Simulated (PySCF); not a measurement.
Ge(F)2(OSiH3)2, H₆F₂GeO₂Si₂, SMILES [SiH3][O][Ge]([F])([F])[O][SiH3] (B3LYP/def2-SVP optimised geometry):

```
13

F     -2.381    -1.518     1.452
Ge    -1.793    -0.806     0.000
F     -2.388     0.806     0.000
O     -2.422    -1.657    -1.367
Si    -1.839    -2.406    -2.755
O     -0.057    -0.806     0.000
Si     1.232    -0.569     1.054
H     -3.026    -2.853    -3.527
H     -0.994    -3.577    -2.389
H     -1.033    -1.445    -3.559
H      1.557    -1.849     1.740
H      0.888     0.469     2.066
H      2.388    -0.123     0.235
```

Level of theory: B3LYP/def2-TZVP in PySCF.

Question: What are the frontier orbital energies and the dipole moment?

Answer: HOMO-2 -9.38 eV, HOMO-1 -9.26 eV, HOMO -9.15 eV, LUMO -1.59 eV, LUMO+1 -0.16 eV; dipole moment 2.25 D.

Meta-Löwdin charges at B3LYP/def2-TZVP: F1 -0.49, Ge2 1.70, F3 -0.49, O4 -0.80, Si5 0.78, O6 -0.81, Si7 0.77, H8 -0.10, H9 -0.11, H10 -0.11, H11 -0.11, H12 -0.11, H13 -0.10.
